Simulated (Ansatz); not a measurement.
All values below come from frozen-core CCSD(T)/cc-pVTZ // PBE-D3(BJ)/def2-TZVP (Ansatz, a first-principles code).

Ansatz 0.2 input:
```yaml
crystal:
  periodic: [false, false, false]
  atoms:
    - { symbol: O, position_ang: [1.509503, -0.313478, -0.468546] }
    - { symbol: Ge, position_ang: [-0.054883, 0.343754, 0.063491] }
    - { symbol: O, position_ang: [-1.31264, -0.90012, 0.245696] }
    - { symbol: Cl, position_ang: [0.096343, 1.241892, 2.001041] }
    - { symbol: Cl, position_ang: [-0.580434, 1.767008, -1.447038] }
    - { symbol: H, position_ang: [1.895694, -0.872574, 0.229789] }
    - { symbol: H, position_ang: [-1.553584, -1.266482, -0.624434] }
basis:
  gaussian: { orbitals: cc-pVTZ }
correlation:
  method: ccsd_t
```

Output:

```
Functional definition: HF
1219 factors; integrals over basis functions are off by at most 9.3e-4 eV
mean field evaluation 1: about -85590.4130 eV, gradient 4.9e1 eV
mean field evaluation 2: about -85590.5873 eV, gradient 4.9e1 eV
mean field evaluation 4: about -85594.8180 eV, gradient 2.7e0 eV
mean field evaluation 8: about -85594.8562 eV, gradient 2.2e-1 eV
mean field evaluation 16: about -85590.4124 eV, gradient 4.9e1 eV
mean field -85594.85646247 eV, -3145.5529567184 hartree, gradient 2.1e-6 eV, S^2 0.000000; 0 other end points of the search recorded, 0 dependent functions left out
21 core orbitals not correlated
reference -85594.85646247 eV, -3145.5529567184 hartree; 21, 21 occupied and 157, 157 virtual orbitals, 1219 factors
second order -28.52792833 eV of doubles, -0.00000000 eV of singles
cycle   1  -28.53798629 eV  change   -1.0e-2 eV  update   1.1e-1
cycle   2  -29.19095067 eV  change   -6.5e-1 eV  update   3.2e-2
cycle   3  -29.33026639 eV  change   -1.4e-1 eV  update   1.6e-2
cycle   4  -29.31412445 eV  change    1.6e-2 eV  update   3.6e-3
cycle   5  -29.31236950 eV  change    1.8e-3 eV  update   1.6e-3
cycle   6  -29.31329837 eV  change   -9.3e-4 eV  update   4.9e-4
cycle   7  -29.31301288 eV  change    2.9e-4 eV  update   1.9e-4
cycle   8  -29.31297058 eV  change    4.2e-5 eV  update   5.1e-5
perturbative correction -1.21749563 eV, -0.0447421390 hartree
Total energy: -85625.38692868 eV, -3146.6749306573 hartree
```

Cost: around 4 core-minutes (rough).
